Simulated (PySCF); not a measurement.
Species: C9H20Si.
Atom-mapped SMILES: `[CH3:1][C:2]([CH3:3])([CH3:4])[C@H:5]1[CH2:6][CH2:7][CH2:8][SiH2:9][CH2:10]1`

Structure used (PBE0-D3(BJ)/def2-SVP), in Å, numbered top down from 1:
```xyz
30
C9H20Si angstrom
C     -2.3246   -1.4326    0.3047
C     -1.6283   -0.4309   -0.6243
C     -1.5997   -0.9974   -2.0459
C     -2.4640    0.8533   -0.6187
C     -0.1891   -0.1350   -0.0941
C      0.7298   -1.3671   -0.1268
C      1.9964   -1.2549    0.7242
C      3.0031   -0.2178    0.2157
Si     2.1554    1.4523    0.0129
C      0.4902    1.0618   -0.7814
H     -1.8238   -2.4120    0.3229
H     -2.3621   -1.0522    1.3385
H     -3.3616   -1.6043   -0.0240
H     -2.6252   -1.1403   -2.4225
H     -1.0947   -1.9741   -2.0893
H     -1.0852   -0.3175   -2.7428
H     -2.4322    1.3467    0.3667
H     -3.5174    0.6234   -0.8426
H     -2.1212    1.5772   -1.3725
H     -0.3270    0.1330    0.9728
H      1.0202   -1.5752   -1.1727
H      0.1705   -2.2513    0.2125
H      2.4785   -2.2465    0.7733
H      1.7064   -1.0129    1.7631
H      3.3886   -0.5257   -0.7729
H      3.8771   -0.1499    0.8839
H      1.9329    2.0849    1.3550
H      2.9599    2.4000   -0.8225
H     -0.1420    1.9618   -0.7428
H      0.6593    0.8429   -1.8510
```

NICS is the negative of the GIAO shielding at a point without a nucleus: at the ring centre (0) and 1 Å above and below it (1); zz is the component along the ring normal. Level: GIAO B3LYP/pcSseg-1 (PySCF, non-relativistic, gas phase) on the PBE0-D3(BJ)/def2-SVP geometry, one conformer.

Ring bond lengths (Å): C5–C6 1.537, C6–C7 1.530, C7–C8 1.532, C8–Si9 1.884, Si9–C10 1.886, C10–C5 1.538.

Problem. What do the NICS probes read (ppm)?

Solution. 
```tsv
ring	type	NICS(0)	NICS(1), two faces	NICS(1)zz, two faces	rms pucker (Å)	centre to ring atoms, mean (Å)
C5–C6–C7–C8–Si9–C10	6-membered ring with Si; formal bonds all single	-2.1	-2.3 / -1.8	4.5 / 4.0	0.24	1.59
```

Problem. What do they say, and how far can they be read as aromaticity?

Solution. 
- C5–C6–C7–C8–Si9–C10: mean NICS(1)zz 4.3 ppm, deshielded. C5, C6, C7, C8, Si9, C10 have four or more neighbours; no verdict on aromaticity is drawn.

Problem. What are the shieldings of the ring atoms and their hydrogens in the same run (means over atoms taken as equivalent)?

Solution. 
```json
{"atoms": "C5", "environment": "sp3 CH carbon", "σ isotropic (ppm)": "128.3"}
{"atoms": "C6", "environment": "ring CH2 carbon", "σ isotropic (ppm)": "145.5"}
{"atoms": "C7", "environment": "ring CH2 carbon", "σ isotropic (ppm)": "149.4"}
{"atoms": "C8", "environment": "sp3 carbon bound to silicon", "σ isotropic (ppm)": "168.2"}
{"atoms": "Si9", "environment": "SiH2 silicon", "σ isotropic (ppm)": "375.9"}
{"atoms": "C10", "environment": "sp3 carbon bound to silicon", "σ isotropic (ppm)": "168.5"}
{"atoms": "H20", "environment": "methine hydrogen", "σ isotropic (ppm)": "30.57"}
{"atoms": "H21", "environment": "methylene hydrogen", "σ isotropic (ppm)": "30.71"}
{"atoms": "H22", "environment": "methylene hydrogen", "σ isotropic (ppm)": "29.59"}
{"atoms": "H23", "environment": "methylene hydrogen", "σ isotropic (ppm)": "29.28"}
{"atoms": "H24", "environment": "methylene hydrogen", "σ isotropic (ppm)": "30.06"}
{"atoms": "H25", "environment": "methylene hydrogen", "σ isotropic (ppm)": "30.86"}
{"atoms": "H26", "environment": "methylene hydrogen", "σ isotropic (ppm)": "30.57"}
{"atoms": "H27", "environment": "Si–H hydrogen", "σ isotropic (ppm)": "27.42"}
```

The list is cut; further classes of hydrogen are left out.

Problem. How do the values depend on the level or the medium?

Solution. 
| level | NICS(0), C5–C6–C7–C8–Si9–C10 | mean NICS(1)zz, C5–C6–C7–C8–Si9–C10 |
| --- | --- | --- |
| B3LYP/pcSseg-1, gas | -2.1 | 4.3 |
| PBE0/pcSseg-1, gas | -2.3 | 4.2 |

The geometry is the same throughout.

Time: 1.8 min; peak memory 1.4 GiB. Hardware: Intel Xeon Platinum 8259CL at 2.50 GHz, one thread, shared host with 96 logical CPUs at a one-minute load of 39. This is the whole shielding run at B3LYP/pcSseg-1, SCF included.
